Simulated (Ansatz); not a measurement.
Ansatz results at the PBE0-D4/def2-TZVP geometry: LUMO energy (ωB97M-V/def2-TZVPP) 1.85 eV; LUMO energy (PBE0/def2-TZVPP) 0.18 eV; HOMO–LUMO gap (ωB97M-V/def2-TZVPP) 10.32 eV.

Each molecule was computed in one conformer, which needn't be the lowest.

Problem. Which molecule gave them?
A. `CC(C)(C)[NH][Ge]([F])([Cl])[Cl]`
B. `[CH3][Ge]([CH3])([CH3])[Cl]`
C. `[CH3][GeH2][GeH3]`
D. `C[O][Ge]([O]C)([Si](C)(C)C)[Si](C)(C)C`

Solution. D. The others give `[CH3][GeH2][GeH3]`: 2.03, 0.43, 11.94; `[CH3][Ge]([CH3])([CH3])[Cl]`: 2.18, 0.81, 12.52; `CC(C)(C)[NH][Ge]([F])([Cl])[Cl]`: 1.24, -0.82, 11.25.
